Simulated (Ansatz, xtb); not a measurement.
F2SeSi: which of two structures lies lower

Structure X is a singlet given by its coordinates and structure Y is a singlet given by its coordinates. Both are isolated molecules in the gas phase, relaxed with PBE0-D3(BJ)/def2-SVP.

X (Å):

```yaml
atoms:
  - { symbol: F, position_ang: [0.7210, -1.3477, -1.3911] }
  - { symbol: F, position_ang: [1.7577, 0.7141, 0.4063] }
  - { symbol: Se, position_ang: [-0.7051, -0.4059, -0.9360] }
  - { symbol: Si, position_ang: [0.1980, 1.1842, 0.4700] }
```

Close contacts (Å): F1–Se3 1.77, F2–Si4 1.63, Se3–Si4 2.31.

Y (Å):

```yaml
atoms:
  - { symbol: F, position_ang: [-2.0659, -1.3311, 0.5907] }
  - { symbol: F, position_ang: [1.2401, 1.2361, -0.0870] }
  - { symbol: Se, position_ang: [-0.8030, -0.8673, -0.5713] }
  - { symbol: Si, position_ang: [0.0283, 0.7090, 0.8848] }
```

Close contacts (Å): F1–Se3 1.78, F2–Si4 1.64, Se3–Si4 2.30.

Estimate which is lower in electronic energy at CCSD(T)/def2-TZVPP, and by roughly how much.

The CCSD(T)/def2-TZVPP calculation puts structure Y lower, by 0.091 eV.

How the difference moves with the method:

```json
{"level": "PBE0-D3(BJ)/def2-SVP", "geometry": "PBE0-D3(BJ)/def2-SVP", "E(Y) − E(X) (eV)": "−0.120", "departure from the last row (eV)": "−0.029", "job, with rough time for the two": "optimisation, 31 s"}
{"level": "HF/def2-TZVPP", "geometry": "PBE0-D3(BJ)/def2-SVP", "E(Y) − E(X) (eV)": "−0.106", "departure from the last row (eV)": "−0.015", "job, with rough time for the two": "part of the CCSD(T) run"}
{"level": "MP2/def2-TZVPP", "geometry": "PBE0-D3(BJ)/def2-SVP", "E(Y) − E(X) (eV)": "−0.091", "departure from the last row (eV)": "0.000", "job, with rough time for the two": "part of the CCSD(T) run"}
{"level": "CCSD(T)/def2-TZVPP", "geometry": "PBE0-D3(BJ)/def2-SVP", "E(Y) − E(X) (eV)": "−0.091", "departure from the last row (eV)": "", "job, with rough time for the two": "single point, 2.2 min"}
```

The levels shown agree on the order. The largest departure from CCSD(T)/def2-TZVPP is that of PBE0-D3(BJ)/def2-SVP, 0.029 eV. Levels run at GFN2-xTB geometries aren't shown.

With harmonic frequencies from PBE0-D3(BJ)/def2-SVP (ideal gas, rigid rotor, one conformer each, 200 K, 1 atm): on the last row, ΔE + ΔZPE = −0.091, ΔH = −0.091, ΔG = −0.092 eV.

The correlated steps freeze 16 core orbitals; the filled d shell of Se is correlated, in a basis made for valence electrons. Codes used: Ansatz 0.2.0; the last row on 1 thread of Arm Neoverse V2 on a shared host.
